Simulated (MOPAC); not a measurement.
A run for MOPAC: AM1 on H2SSe2 (SMILES S[Se][SeH]), a point of a torsion scan.

```
AM1 1SCF PRECISE CHARGE=0 THREADS=1
H2SSe2

S      1.70374683 1    -0.70763108 1    -0.24985238 1
Se    -0.34264052 1    -1.08045126 1    -1.11977888 1
Se    -1.37957470 1     0.94553298 1    -1.01063870 1
H      1.51308715 1     0.58546569 1    -0.00019772 1
H     -0.97523381 1     1.45996671 1    -2.31857750 1
```

Program output:

```
*******************************************************************************
 **                                                                           **
 **                              MOPAC v23.2.5                                **
 **                                                                           **
 *******************************************************************************
 ** MOPAC's Digital Object Identifier: https://doi.org/10.5281/zenodo.6511958 **
 **                                                                           **
 ** Please cite the open-source release paper for use of this MOPAC version:  **
 ** J. E. Moussa and J. J. P. Stewart (2026)                                  **
 ** MOPAC: An open-source semiempirical molecular orbital program             **
 ** J. Open Source Softw., 11(119), 8025, https://doi.org/10.21105/joss.08025 **
 *******************************************************************************

                              AM1 CALCULATION RESULTS

 *******************************************************************************
 *  AM1        - The AM1 Hamiltonian to be used
 *
 *
 *
 *                 CHARGE ON SYSTEM = 0
 *
 *
 *
 *  PRECISE    - TIGHTER CRITERIA TO BE USED
 *  1SCF       - DO 1 SCF AND THEN STOP
 *  THREADS=1  - MULTI-THREADING NOT USED
 *  T=         - A TIME OF 172800.0 SECONDS REQUESTED
 *  DUMP=N     - RESTART FILE WRITTEN EVERY 7200.0 SECONDS REQUESTED
 *******************************************************************************
AM1 1SCF PRECISE CHARGE=0 THREADS=1
 H2SSe2

   ATOM   CHEMICAL          X               Y               Z
  NUMBER   SYMBOL      (ANGSTROMS)     (ANGSTROMS)     (ANGSTROMS)

     1       S          1.70374683  *  -0.70763108  *  -0.24985238  *
     2      Se         -0.34264052  *  -1.08045126  *  -1.11977888  *
     3      Se         -1.37957470  *   0.94553298  *  -1.01063870  *
     4       H          1.51308715  *   0.58546569  *  -0.00019772  *
     5       H         -0.97523381  *   1.45996671  *  -2.31857750  *



          CARTESIAN COORDINATES

    NO.       ATOM           X           Y           Z

     1         S          1.7037     -0.7076     -0.2499
     2        Se         -0.3426     -1.0805     -1.1198
     3        Se         -1.3796      0.9455     -1.0106
     4         H          1.5131      0.5855     -0.0002
     5         H         -0.9752      1.4600     -2.3186

  H: (AM1): M.J.S. DEWAR ET AL, J. AM. CHEM. SOC. 107 3902-3909 (1985)
  S: (AM1): M.J.S. DEWAR, Y-C YUAN, INORGANIC CHEMISTRY, 29, 3881:3890,  (1990)
 Se: (AM1): J. J. P. STEWART, J. MOL. MOD., 10, 155-164 (2004)

           Empirical Formula: H2 S Se2  =     5 atoms



      MOLECULAR POINT GROUP   :   C1


      RHF CALCULATION, NO. OF DOUBLY OCCUPIED LEVELS = 10


 -------------------------------------------------------------------------------
 AM1 1SCF PRECISE CHARGE=0 THREADS=1
 H2SSe2



     1SCF WAS SPECIFIED, SO BFGS WAS NOT USED
     SCF FIELD WAS ACHIEVED


                              AM1 CALCULATION
                                                       MOPAC v23.2.5 Linux




          FINAL HEAT OF FORMATION =         21.78412 KCAL/MOL =      91.14476 KJ/MOL


          COSMO AREA              =        121.41 SQUARE ANGSTROMS
          COSMO VOLUME            =        111.70 CUBIC ANGSTROMS

          IONIZATION POTENTIAL    =          8.033972 EV
          HOMO LUMO ENERGIES (EV) =         -8.034 -2.833
          NO. OF FILLED LEVELS    =         10
          MOLECULAR WEIGHT        =        191.9958         POINT GROUP:  C1

          MOLECULAR DIMENSIONS (Angstroms)

            Atom       Atom       Distance
            H     5    S     1     4.01933
            H     4   Se     2     2.57600
           Se     3    H     5     1.25956


          SCF CALCULATIONS        =          1





   ATOM   CHEMICAL          X               Y               Z
  NUMBER   SYMBOL      (ANGSTROMS)     (ANGSTROMS)     (ANGSTROMS)

     1       S          1.70374683  *  -0.70763108  *  -0.24985238  *
     2      Se         -0.34264052  *  -1.08045126  *  -1.11977888  *
     3      Se         -1.37957470  *   0.94553298  *  -1.01063870  *
     4       H          1.51308715  *   0.58546569  *  -0.00019772  *
     5       H         -0.97523381  *   1.45996671  *  -2.31857750  *

                             CARTESIAN COORDINATES

   1    S        1.703746830    -0.707631080    -0.249852380
   2   Se       -0.342640520    -1.080451260    -1.119778880
   3   Se       -1.379574700     0.945532980    -1.010638700
   4    H        1.513087150     0.585465690    -0.000197720
   5    H       -0.975233810     1.459966710    -2.318577500


           Empirical Formula: H2 S Se2  =     5 atoms



      MOLECULAR POINT GROUP   :   C1


                  EIGENVALUES
 -21.40753 -19.71291 -18.23325 -14.19460 -13.03729 -11.99082 -11.04814 -10.18921
  -8.67793  -8.03397  -2.83253  -1.94299  -0.12819   1.28917


              NET ATOMIC CHARGES AND DIPOLE CONTRIBUTIONS

  ATOM NO.   TYPE          CHARGE      No. of ELECS.   s-Pop       p-Pop
    1          S          -0.243248        6.2432     1.92687     4.31638
    2         Se           0.137330        5.8627     1.98294     3.87973
    3         Se           0.060358        5.9396     1.97358     3.96607
    4          H           0.072504        0.9275     0.92750
    5          H          -0.026944        1.0269     1.02694
 DIPOLE           X         Y         Z       TOTAL
 POINT-CHG.    -1.963     0.403    -0.440     2.052
 HYBRID         0.157     1.307    -0.462     1.395
 SUM           -1.806     1.710    -0.902     2.646


          ATOMIC ORBITAL ELECTRON POPULATIONS

     Atom    s        px        py        pz
    1  S   1.92687   1.29302   1.16744   1.85592
    2 Se   1.98294   1.06857   1.00604   1.80512
    3 Se   1.97358   1.57824   1.21789   1.16994
    4  H   0.92750
    5  H   1.02694

 **********************
 *                    *
 * JOB ENDED NORMALLY *
 *                    *
 **********************




 == MOPAC DONE ==
```

The run finished.

Cost: very roughly 0.020 core-seconds.
